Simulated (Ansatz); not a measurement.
Cr2O2⁻. The state is a doublet with charge -1. Geometry PBE-D4/def2-SVPD.

```csv
atom,x (Å),y (Å),z (Å)
Cr1,0.985,0.354,-0.631
Cr2,-1.084,-0.408,0.686
O3,0.072,-1.171,-0.591
O4,0.026,1.225,0.537
```

HSE06 is defined as in plane-wave codes, on full-range PBE exchange. At PBE-D4/def2-TZVPD, r2SCAN-D4/def2-TZVPD, PBE0-D4/def2-TZVPD, HSE06-D4/def2-TZVPD and others the charge -1 doublet is spin-contaminated (final ⟨S²⟩ up to 4.75, 0.75 for a pure state). At PBE-D4/def2-TZVPD, r2SCAN-D4/def2-TZVPD, PBE0-D4/def2-TZVPD, HSE06-D4/def2-TZVPD the highest occupied level of the charge -1 doublet lies above zero (up to 0.98 eV). The electron is either unbound and held by the finite basis, or the level is raised by self-interaction error. Another isomer (quartet) lies 0.28 eV lower at PBE-D4/def2-TZVPD; other spin states weren't run for this one.

**Question.** Estimate the α-spin orbital energies around the gap (eV) in Ansatz with PBE-D4/def2-TZVPD, r2SCAN-D4/def2-TZVPD, PBE0-D4/def2-TZVPD, HSE06-D4/def2-TZVPD, CAM-B3LYP-D4/def2-TZVPD.

**Answer.** 
| orbital | PBE-D4/def2-TZVPD | r2SCAN-D4/def2-TZVPD | PBE0-D4/def2-TZVPD | HSE06-D4/def2-TZVPD | CAM-B3LYP-D4/def2-TZVPD |
| --- | --- | --- | --- | --- | --- |
| HOMO−9 | -3.86 | -4.06 | -5.23 | -4.81 | -6.61 |
| HOMO−8 | -3.60 | -3.69 | -4.68 | -4.26 | -6.02 |
| HOMO−7 | -3.22 | -3.36 | -4.50 | -4.09 | -5.92 |
| HOMO−6 | -3.18 | -3.23 | -4.09 | -3.68 | -5.40 |
| HOMO−5 | -2.70 | -2.84 | -3.98 | -3.57 | -5.40 |
| HOMO−4 | -0.32 | -0.66 | -2.05 | -1.64 | -3.41 |
| HOMO−3 | -0.06 | -0.44 | -1.88 | -1.47 | -3.26 |
| HOMO−2 | 0.01 | -0.33 | -1.80 | -1.38 | -3.18 |
| HOMO−1 | 0.11 | -0.19 | -1.65 | -1.24 | -3.02 |
| HOMO | 0.98 | 0.90 | 0.37 | 0.74 | -0.50 |
| LUMO | 1.21 | 1.49 | 2.40 | 2.10 | 2.53 |
| LUMO+1 | 1.76 | 2.06 | 2.69 | 2.32 | 3.62 |
| LUMO+2 | 2.68 | 2.98 | 3.25 | 2.96 | 3.62 |
| LUMO+3 | 2.80 | 3.16 | 3.55 | 3.28 | 3.88 |
| LUMO+4 | 2.96 | 3.31 | 3.74 | 3.47 | 4.09 |
| LUMO+5 | 3.08 | 3.36 | 3.76 | 3.48 | 4.18 |
| β HOMO | 0.57 | 0.20 | -1.19 | -0.77 | -2.56 |
| β LUMO | 1.48 | 1.60 | 2.15 | 1.81 | 2.93 |
